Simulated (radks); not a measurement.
Species: Os55+. Configuration: [Ar] 3d3 (the NIST ground configuration). Calculated with a radial shooting solver on a logarithmic mesh with Libxc functionals: Dirac Kohn-Sham, BLYP, spin-unpolarised, spherical densities, finite nucleus; open shells fill j = l - 1/2 first; Fermi nuclear charge, rms radius 5.4126 fm.

Normalised radial functions P(r) = r R(r) (large component), r in bohr:

| r | 3s1/2 | 3p1/2 | 3d5/2 |
|---|---|---|---|
| 0.0008225 | 0.3042 | 0.0325 | 0.0000 |
| 0.00092 | 0.3312 | 0.0365 | 0.0000 |
| 0.001021 | 0.3580 | 0.0407 | 0.0000 |
| 0.001142 | 0.3889 | 0.0458 | 0.0000 |
| 0.001267 | 0.4194 | 0.0511 | 0.0001 |
| 0.001417 | 0.4543 | 0.0578 | 0.0001 |
| 0.001572 | 0.4886 | 0.0648 | 0.0001 |
| 0.001759 | 0.5274 | 0.0734 | 0.0001 |
| 0.001952 | 0.5652 | 0.0826 | 0.0002 |
| 0.002183 | 0.6075 | 0.0939 | 0.0003 |
| 0.002422 | 0.6481 | 0.1060 | 0.0004 |
| 0.002709 | 0.6928 | 0.1210 | 0.0005 |
| 0.00303 | 0.7380 | 0.1383 | 0.0007 |
| 0.003362 | 0.7799 | 0.1568 | 0.0010 |
| 0.003761 | 0.8241 | 0.1798 | 0.0013 |
| 0.004173 | 0.8634 | 0.2043 | 0.0018 |
| 0.004668 | 0.9026 | 0.2347 | 0.0024 |
| 0.005179 | 0.9350 | 0.2671 | 0.0033 |
| 0.005793 | 0.9636 | 0.3070 | 0.0045 |
| 0.006428 | 0.9828 | 0.3494 | 0.0060 |
| 0.00719 | 0.9931 | 0.4013 | 0.0082 |
| 0.007978 | 0.9910 | 0.4559 | 0.0109 |
| 0.008923 | 0.9733 | 0.5222 | 0.0148 |
| 0.009901 | 0.9400 | 0.5911 | 0.0196 |
| 0.01107 | 0.8831 | 0.6734 | 0.0265 |
| 0.01239 | 0.8014 | 0.7642 | 0.0357 |
| 0.01374 | 0.7010 | 0.8557 | 0.0469 |
| 0.01537 | 0.5645 | 0.9609 | 0.0628 |
| 0.01706 | 0.4104 | 1.0634 | 0.0819 |
| 0.01908 | 0.2152 | 1.1763 | 0.1085 |
| 0.02117 | 0.0086 | 1.2801 | 0.1402 |
| 0.02368 | -0.2369 | 1.3860 | 0.1838 |
| 0.02628 | -0.4801 | 1.4729 | 0.2348 |
| 0.02939 | -0.7482 | 1.5465 | 0.3034 |
| 0.03261 | -0.9909 | 1.5878 | 0.3822 |
| 0.03648 | -1.2288 | 1.5929 | 0.4858 |
| 0.0408 | -1.4219 | 1.5455 | 0.6112 |
| 0.04527 | -1.5413 | 1.4444 | 0.7488 |
| 0.05063 | -1.5836 | 1.2645 | 0.9209 |
| 0.05618 | -1.5250 | 1.0254 | 1.1022 |
| 0.06284 | -1.3417 | 0.6883 | 1.3183 |
| 0.06973 | -1.0540 | 0.3051 | 1.5336 |
| 0.07799 | -0.6227 | -0.1707 | 1.7732 |
| 0.08654 | -0.1264 | -0.6518 | 1.9925 |
| 0.0968 | 0.4779 | -1.1822 | 2.2107 |
| 0.1074 | 1.0610 | -1.6522 | 2.3815 |
| 0.1201 | 1.6560 | -2.0928 | 2.5131 |
| 0.1333 | 2.1240 | -2.4046 | 2.5715 |
| 0.1491 | 2.4836 | -2.6026 | 2.5522 |
| 0.1668 | 2.6545 | -2.6376 | 2.4405 |
| 0.1851 | 2.6319 | -2.5236 | 2.2563 |
| 0.207 | 2.4274 | -2.2634 | 1.9840 |
| 0.2297 | 2.1075 | -1.9290 | 1.6824 |
| 0.2569 | 1.6818 | -1.5184 | 1.3341 |
| 0.285 | 1.2694 | -1.1372 | 1.0169 |
| 0.3188 | 0.8632 | -0.7704 | 0.7096 |
| 0.3538 | 0.5553 | -0.4957 | 0.4739 |
| 0.3957 | 0.3132 | -0.2808 | 0.2823 |
| 0.4391 | 0.1668 | -0.1506 | 0.1602 |
| 0.4911 | 0.0754 | -0.0689 | 0.0787 |
| 0.5449 | 0.0322 | -0.0298 | 0.0368 |
| 0.6095 | 0.0112 | -0.0105 | 0.0143 |

3s1/2: eigenvalue -6250.1 eV, 2 radial nodes at r = 0.0213, 0.0887 bohr, <r> = 0.183 bohr, 90 % of the charge inside 0.268 bohr. 3p1/2: eigenvalue -6045.2 eV, 1 radial node at r = 0.0750 bohr, <r> = 0.173 bohr, 90 % of the charge inside 0.258 bohr. 3d5/2 (empty): eigenvalue -5267.9 eV, 0 radial nodes, <r> = 0.163 bohr, 90 % of the charge inside 0.249 bohr.
